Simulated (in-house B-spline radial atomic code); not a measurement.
Settings and results of a run for the argon ion Ar³⁺. Method: non-relativistic Hartree-Fock, average of configuration, point nucleus, inside a hard spherical wall at 5.91 bohr. Calculated with a radial B-spline atomic code at the basis-set limit.

Command:
```bash
python run_scf.py task.json out
```
Settings:
```
Z                18
configuration    [Ne] 3s2 3p3
hamiltonian      nr
method           hf
spin_polarised   False
wall_radius      5.91
```

Output (hartree, bohr):
```
 radial grid: 41 intervals, B-splines of order 8, outer radius 5.91 bohr

 iter        energy (Eh)    residual
    1       -521.8114695    2.98e-01
    2       -523.6657634    8.18e-02
    3       -523.7336434    3.08e-02
    4       -523.7441682    1.16e-02
    5       -523.7461292    2.87e-03
    6       -523.7462217    2.08e-04
    7       -523.7462225    1.20e-05
    8       -523.7462225    1.11e-06
    9       -523.7462225    4.39e-08

 total energy                     -523.746223
 kinetic                            523.74651
 electron-nucleus                 -1222.44553
 electron-electron                  174.95280

 orbital      occ     eigenvalue          <r>       <r^2>       <1/r>     <1/r^2>       r_max
 1s         2.000     -120.43732    0.0860917  0.00995638     17.5548     621.212     0.05657
 2s         2.000      -14.09100     0.411292    0.200121     3.56326     52.1904      0.3387
 2p         6.000      -11.33574     0.374991    0.174032     3.45286     16.5507      0.2819
 3s         2.000       -2.71168      1.30337     1.94138     1.04911     6.47562       1.135
 3p         3.000       -2.09966      1.40533     2.28644    0.954044     2.00166       1.203
```

Run time, properties included: 0.04 s on 1 thread of Arm Neoverse V2 (shared host).
